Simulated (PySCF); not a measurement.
Static response to an electric field

C4H9NSi2.
Structure used (PBE0-D3(BJ)/def2-SVP), in Å, numbered top down from 1:
```xyz
16
C4H9NSi2 angstrom
N      3.6063   -0.6066   -0.7285
C      2.6573   -0.5465   -0.0632
Si     1.1017   -0.4306    0.9535
C     -0.2661   -1.4015    0.0644
C     -0.9228   -0.4672   -0.9627
C     -1.3855    0.8532   -0.3281
Si     0.0679    1.6483    0.6184
H      1.4404   -0.9129    2.3213
H      0.1186   -2.3221   -0.4014
H     -1.0040   -1.7087    0.8270
H     -0.2013   -0.2536   -1.7719
H     -1.7739   -0.9754   -1.4470
H     -2.1914    0.6561    0.4009
H     -1.8027    1.5388   -1.0822
H      0.8892    2.5514   -0.2422
H     -0.3533    2.3756    1.8528
```

Level: PBE0/def2-SVPD (PySCF), static field, nuclei fixed, core orbitals frozen in the response. The polarisability tensor in these axes (au):

```
x   114.89  -6.26  -0.54
y    -6.26 103.39   3.52
z    -0.54   3.52  93.83
```

Q: Diagonalise the tensor; give its mean and Δα, where Δα² is half the sum of the squared differences of the eigenvalues.

A: Principal values 92.56, 101.74 and 117.80 au; mean 104.03 au = 15.42 Å³ = 17.15 × 10⁻⁴⁰ C²·m²/J; Δα = 22.12 au (21 % of the mean).

Q: What is the dipole moment, and where does it point?

A: (-4.36, 0.11, 1.29) D, 4.55 D in size, pointing from the negative to the positive side. Measured along this direction, the outermost atoms are N1 at the negative end and H13 at the positive end.

Q: Sum over states: ᾱ = Σ f/ω², ω in Eh. What share falls to these 10 lowest TDDFT singlets (eV, f)? 5.94, 0.0164; 6.22, 0.0916; 6.75, 0.1602; 6.95, 0.0183; 7.14, 0.0096; 7.26, 0.0836; 7.36, 0.0262; 7.40, 0.0227; 7.48, 0.0135; 7.54, 0.0163.

A: They add up to 7.35 au, 7.1 % of the 104.03 au; the largest single term is 2.61 au, from the state at 6.75 eV. Terms in order: 0.34, 1.76, 2.61, 0.28, 0.14, 1.17, 0.36, 0.31, 0.18, 0.21 au. Higher excitations give the rest. The strengths listed sum to 0.458.

Q: Traceless (Buckingham) quadrupole moment about the centre of nuclear charge: eigenvalues?

A: -15.36, 7.18, 8.18 D·Å. The values depend on the origin, since the dipole doesn't vanish. The electronic extent ⟨r²⟩ about the same centre is 1184 bohr², a root-mean-square distance of 2.21 Å for the 68 electrons.

Q: What molar refraction does this α imply?

A: Lorentz–Lorenz: R = (4π/3)N_A α = 2.5225 cm³/(mol·Å³) × 15.42 Å³ = 38.9 cm³/mol, in the limit of long wavelengths.

One conformer (not necessarily the lowest) at the PBE0-D3(BJ)/def2-SVP geometry, without solvent, vibrations or thermal averaging.
